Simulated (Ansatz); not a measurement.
`NB(N)Cl` + NH₃ → `NB(N)N` + HCl  (ligand exchange at a B–Cl bond)

Gas-phase electronic energies from Ansatz, PBE0-D4/def2-TZVP geometries. CCSD(T)/CBS is the MP2 limit (def2-TZVPP, def2-QZVPP) plus CCSD(T) − MP2 in def2-TZVPP, frozen cores. This one scheme is used for every species. DFT in def2-TZVPP. One conformer a species, not always the lowest.

```tsv
level	ΔE (kcal/mol)
BLYP-D4	6.0
r2SCAN-D4	6.4
r2SCAN0-D4	5.9
CAM-B3LYP	4.4
```

(1) What does CCSD(T)/CBS give? (Estimate.)

Largest T1 diagnostic among the species: 0.010.

Answers

(1) The calculation gave: +5.5 kcal/mol. The listed levels differ from it by 0.5, 0.9, 0.4, -1.1 kcal/mol.

From BLYP to BHLYP (50 % exact exchange), in def2-TZVPP and without D4, ΔE moves by −1.1 kcal/mol. In def2-TZVPP, CCSD(T) changes the Hartree–Fock value by +0.8 kcal/mol (the triples alone add +0.5 kcal/mol) and MP2 by +1.6 kcal/mol. Leaving LDA and LC-ωPBE aside and taking each functional with its dispersion term where it has one, the values, not all of them listed here, spread over 2.5 kcal/mol, from CAM-B3LYP-D4 to B97M-V. LDA lies −2.0 kcal/mol from PBE without D4.
